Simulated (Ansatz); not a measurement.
Basis sets compared for `[Au][S]CCCCc1ccc(-c2ccc(-c3cccs3)s2)s1`. The state is a singlet with charge 0. Geometry r2SCAN-D4/def2-SVP. Ansatz on 2 threads of AMD EPYC 7R13 on a shared host and a share (18 GiB) of an NVIDIA H100 80GB HBM3; times are rough, and most runs start from earlier orbitals.

```xyz
36

Au   -6.836   -5.116    0.961
S    -4.711   -5.853    1.138
C    -3.720   -4.345    0.844
C    -3.869   -3.731   -0.544
C    -2.917   -2.562   -0.807
C    -3.216   -1.313    0.038
C    -2.315   -0.157   -0.258
C    -2.607    1.032   -0.895
C    -1.493    1.898   -1.028
C    -0.323    1.372   -0.498
C     0.989    1.969   -0.461
C     1.433    3.110   -1.119
C     2.784    3.422   -0.853
C     3.402    2.528    0.011
C     4.758    2.517    0.500
C     5.377    1.610    1.350
C     6.735    1.925    1.612
C     7.151    3.068    0.968
S     5.883    3.767    0.033
S     2.275    1.291    0.504
S    -0.629   -0.214    0.166
H    -2.685   -4.711    0.991
H    -3.914   -3.616    1.647
H    -3.705   -4.521   -1.296
H    -4.918   -3.400   -0.673
H    -1.873   -2.881   -0.631
H    -2.971   -2.283   -1.873
H    -3.158   -1.563    1.113
H    -4.254   -0.986   -0.146
H    -3.613    1.274   -1.247
H    -1.542    2.890   -1.482
H     0.796    3.690   -1.788
H     3.308    4.278   -1.285
H     4.857    0.744    1.766
H     7.387    1.329    2.255
H     8.133    3.540    0.988
```

In the def2 sets Au takes a core potential; there is no spin–orbit coupling. Single mean-field runs in def2-SVP, def2-TZVP are fitted with def2-universal-jkfit. The restricted singlet is unstable towards broken spin symmetry in Hartree–Fock (as tested in another run); at PBE-D4/def2-SVP, PBE-D4/def2-TZVP, PBE0-D4/def2-SVP, PBE0-D4/def2-TZVP this wasn't settled.

Binding counts from free atoms (Au doublet, S triplet, C triplet, H doublet) in the same basis, without a counterpoise term.

| level | functions | energy (Eh) | HOMO (eV) | LUMO (eV) | binding per atom (eV) | wall time |
| --- | --- | --- | --- | --- | --- | --- |
| PBE-D4/def2-SVP | 403 | -2344.9251 | -4.62 | -3.73 | 4.90 | 2.8 s |
| PBE0-D4/def2-SVP | 403 | -2345.0597 | -5.46 | -2.92 | 4.79 | 3.4 s |

Problem. Estimate the rows for PBE-D4/def2-TZVP, PBE0-D4/def2-TZVP.

Solution. 
```
            level  functions  energy (Eh)  HOMO (eV)  LUMO (eV)  binding per atom (eV)  wall time
 PBE-D4/def2-TZVP        774   -2346.1443      -4.66      -3.83                   4.85      5.5 s
PBE0-D4/def2-TZVP        774   -2346.2677      -5.43      -3.01                   4.74      4.8 s
```
